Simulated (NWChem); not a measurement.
Molecule: MoSiH4S2O2; SMILES [O]=[Mo](=[S])([SH])[O][SiH3]

```xyz
10

Mo     0.0590    -0.3516     0.2503
O      0.1233    -0.5981     1.8970
S      1.8879    -0.9304    -0.6332
S     -1.5167    -1.8114    -0.6442
H     -2.3548    -1.6857     0.4143
O     -0.3335     1.4106    -0.1242
Si    -0.2603     3.0832    -0.2675
H      0.8969     3.4409    -1.1353
H     -0.0966     3.6762     1.0896
H     -1.5376     3.5385    -0.8831
```
Atoms are numbered in this order, from 1.

Results from NWChem. Medium grid unless said otherwise, to which SCAN and Minnesota functionals are sensitive. Structure relaxed at the PBE0/def2-SVP level. Not confirmed as a minimum by frequencies. def2 effective core potentials on Mo; no spin-orbit coupling. Hybrids' shares of exact exchange are those that their runs print; pure functionals count as 0. The functionals differ in more than this share.

| row | share of exact exchange | orbital gap (eV) |
|---|---|---|
| PBE/def2-SVP | 0.00 | 2.86 |
| MN15-L/def2-SVP | 0.00 | 3.37 |
| B3LYP/def2-SVP | 0.20 | 4.32 |
| B3PW91/def2-SVP | 0.20 | 4.34 |
| M06/def2-SVP | 0.27 | withheld |
| MPW1K/def2-SVP | 0.43 | 6.07 |
| MN15/def2-SVP | 0.44 | 5.87 |
| M06-2X/def2-SVP | 0.54 | 6.73 |

Task: Fit a straight line of the last column on the one before it, predict the withheld value, and compare with the run.

Result: 
1. Means of the 7 shown rows: x = 0.259, y = 4.794. Slope Σ(x − x̄)(y − ȳ)/Σ(x − x̄)² = 1.881/0.2821 = 6.670; intercept 3.070.
2. The shown rows scatter about the line by 0.162 (root mean square); the largest residual is +0.30, at MN15-L/def2-SVP.
3. At x = 0.27 (M06/def2-SVP; inside the shown range) the line gives 4.87.
4. The run gives 4.70, -0.17 from the line, 1.0 times the scatter.
